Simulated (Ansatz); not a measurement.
Calculated with Ansatz (gas phase, PBE0-D4/def2-TZVP geometries, no zero-point term in ΔE). CCSD(T)/CBS adds triple-zeta CCSD(T) − MP2 to the extrapolated MP2 energy (def2 sets, frozen cores). Functionals use def2-TZVPP. For Ge outer-core shells are correlated without core-valence functions, which leaves a few kJ/mol of doubt a bond. Scalar relativity is left out up to krypton. Each species was taken in one conformer, which may not be the lowest.

Consider the germylene formation by 1,1-elimination: `[F][GeH]([Cl])[O][SiH3]` → `[F][Ge][Cl]` + `O[SiH3]`.

CCSD(T)/CBS gives +97.7 kJ/mol.

Problem. Another level gave +110.0 kJ/mol. Which?
A. ωB97M-V/def2-TZVPP
B. MP2/def2-TZVPP
C. BLYP/def2-TZVPP
D. LC-ωPBE/def2-TZVPP

Solution. D. LC-ωPBE 110.0, ωB97M-V 88.2, MP2/def2-TZVPP 124.2, BLYP 34.2 kJ/mol.

Largest T1 diagnostic among the species: 0.014.

From BLYP to BHLYP (50 % exact exchange), in def2-TZVPP and without D4, ΔE moves by +56.1 kJ/mol. The D4 term adds +15.9 kJ/mol with B3LYP and +8.9 kJ/mol with PBE0; it sums over pairs of atoms, weighted by their polarisabilities, and B3LYP, whose exchange is more repulsive, gets the larger term. In def2-TZVPP, CCSD(T) changes the Hartree–Fock value by +5.3 kJ/mol (the triples alone add +0.1 kJ/mol) and MP2 by +14.3 kJ/mol.

B3LYP here is the variant with VWN-RPA as its local correlation; programs differ in this.
